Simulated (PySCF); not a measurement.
C4H10BN.
Bonds: B1–N2, N2–C3, C3–C4, C4–C5, C5–C6, C3–C6. Hydrogens: H7, H8 on B1; H9 on N2; H10 on C3; H11, H12 on C4; H13, H14 on C5; H15, H16 on C6.

Computed with PySCF at wB97X-D/def2-SVPD, non-relativistic, on one gas-phase PBE0-D3(BJ)/def2-SVP geometry that isn't relaxed in the solvent. The solvent is an IEF-PCM continuum (van der Waals radii × 1.2), and excitations are vertical TDDFT with non-equilibrium linear response and a frozen core. The model holds no explicit solvent molecules, cavitation or dispersion.

Gas-phase singlets (H = HOMO, L = LUMO):

| state | E (eV) | λ (nm) | f | leading configurations |
| --- | --- | --- | --- | --- |
| S1 | 7.286 | 170 | 0.000 | H-1→L+1 65%, H-2→L+1 27% |
| S2 | 7.434 | 167 | 0.341 | H→L+1 87% |
| S3 | 7.437 | 167 | 0.055 | H→L 70%, H→L+1 8% |
| S4 | 8.166 | 152 | 0.012 | H→L+3 86% |
| S5 | 8.356 | 148 | 0.006 | H→L+2 84% |

How does the list change in acetonitrile (ε = 35.69)?

```tsv
state	E (eV)	λ (nm)	f	leading configurations	change by rank (eV)
S1	7.149	173	0.420	H→L 96%	-0.137
S2	7.273	170	0.000	H-2→L 46%, H-1→L 32%	-0.161
S3	7.563	164	0.059	H→L+1 79%, H→L+5 12%	+0.126
S4	8.293	150	0.004	H→L+3 89%	+0.127
S5	8.466	146	0.006	H→L+2 59%, H-1→L 16%	+0.110
```

How do the frontier levels move from gas to acetonitrile?

| orbital | gas (eV) | solvent (eV) | change (eV) | Löwdin shares, gas | Löwdin shares, solvent |
| --- | --- | --- | --- | --- | --- |
| LUMO+2 | 2.62 | 2.84 | +0.22 | C5 22 %, B1 15 %, H13 13 %, H14 11 % | C5 24 %, H13 13 %, H14 11 %, C4 9 % |
| LUMO+1 | 2.16 | 2.21 | +0.05 | B1 51 %, N2 20 %, H8 12 %, H7 12 % | B1 67 %, H7 7 %, H9 4 % |
| LUMO | 2.15 | 2.02 | -0.13 | B1 47 %, H9 9 %, C4 6 %, C6 6 % | B1 50 %, N2 20 %, H8 12 %, H7 12 % |
| HOMO | -9.51 | -9.40 | +0.11 | N2 42 %, C3 13 %, B1 12 %, C6 11 % | N2 40 %, C3 14 %, B1 12 %, C6 11 % |
| HOMO-1 | -10.58 | -10.47 | +0.11 | B1 23 %, H7 14 %, C3 12 %, H8 10 % | C3 17 %, C5 15 %, C4 12 %, C6 12 % |
| HOMO-2 | -11.01 | -10.90 | +0.11 | B1 14 %, C3 11 %, C5 8 %, H8 8 % | B1 18 %, H7 11 %, C5 9 %, H8 9 % |
| HOMO-3 | -11.18 | -10.94 | +0.24 | C5 26 %, C4 22 %, C6 22 %, H12 7 % | C5 27 %, C6 22 %, C4 22 %, H12 7 % |

The HOMO–LUMO gap goes from 11.67 to 11.42 eV. Rows go by rank; for HOMO-1, LUMO and LUMO+1 the atom shares or the degeneracy differ between the runs, so the row needn't follow one orbital. Shares within a degenerate set are those of one arbitrary member.

On one thread, Arm Neoverse N1 (aarch64), shared host, this took 52 s of wall time and 0.96 GiB of memory at its peak. This is the whole response run at wB97X-D/def2-SVPD in acetonitrile, SCF included.

Shape of the structure used: `[BH2:1][NH:2][CH:3]1[CH2:4][CH2:5][CH2:6]1`: B1–N2–C3–C4 129°.
